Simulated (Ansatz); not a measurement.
The cluster AlB₁₂⁻ was relaxed with PBE-D4 (def2-SVP) in Ansatz in these states: charge -1 quintet, charge -1 singlet, charge -1 triplet. The geometries follow in no particular order.

A:

```xyz
13

Al   -0.737   -2.744    0.786
B     0.261    0.943   -0.415
B     1.209   -2.269    1.019
B     0.701    2.527   -1.114
B    -1.737    1.167   -0.391
B     1.901    1.614   -0.797
B     0.670   -0.743    0.294
B    -0.969   -0.331    0.199
B    -0.814    2.298   -0.955
B    -2.607   -0.019    0.220
B    -2.240   -1.400    0.819
B     2.247   -1.242    0.502
B     2.113    0.197   -0.167
```

B:

Cartesian coordinates in Å:
```
Al 1.897 0.542 1.841
B -0.870 -0.022 -0.496
B 2.703 0.115 -0.039
B -2.109 0.156 -1.734
B -1.812 -0.568 0.992
B -0.705 0.523 -2.277
B 0.924 0.215 -0.312
B -0.031 -0.329 0.956
B -2.613 -0.310 -0.344
B -0.997 -0.905 2.329
B 0.520 -0.777 2.626
B 2.242 0.628 -1.423
B 0.850 0.732 -2.120
```

C:

```xyz
13

Al   -0.878   -1.837    1.910
B     0.329    0.686   -0.716
B     0.345   -0.517    2.738
B     0.884    1.854   -1.926
B    -0.847   -0.419   -1.926
B     1.465    2.101   -0.513
B     0.263   -0.030    1.058
B    -0.681   -0.838   -0.153
B    -0.089    0.789   -2.489
B    -1.616   -1.672   -1.271
B    -1.669   -2.254    0.143
B     1.156    0.697    2.280
B     1.338    1.440    0.864
```

Question: Judge from the bond lengths which geometry belongs to which state (an estimate).

Answer: A is the charge -1 triplet (B2–B8 1.875 Å, Al1–B8 2.494 Å, Al1–B7 2.494 Å); B is the charge -1 quintet (B2–B8 1.704 Å, Al1–B8 2.293 Å, Al1–B7 2.385 Å); C is the charge -1 singlet (B2–B8 1.913 Å, Al1–B8 2.300 Å, Al1–B7 2.301 Å).

The restricted singlet is unstable towards broken spin symmetry in Hartree–Fock (as tested in another run); at PBE-D4/def2-SVP this wasn't settled. At PBE0-D4/def2-TZVPD a triplet lies 2.10 eV below the charge -1 quintet. At PBE0-D4/def2-TZVPD a triplet lies 0.10 eV below the charge -1 singlet. These are the stationary points nearest to one start from a short search; other shapes may lie lower in each state.
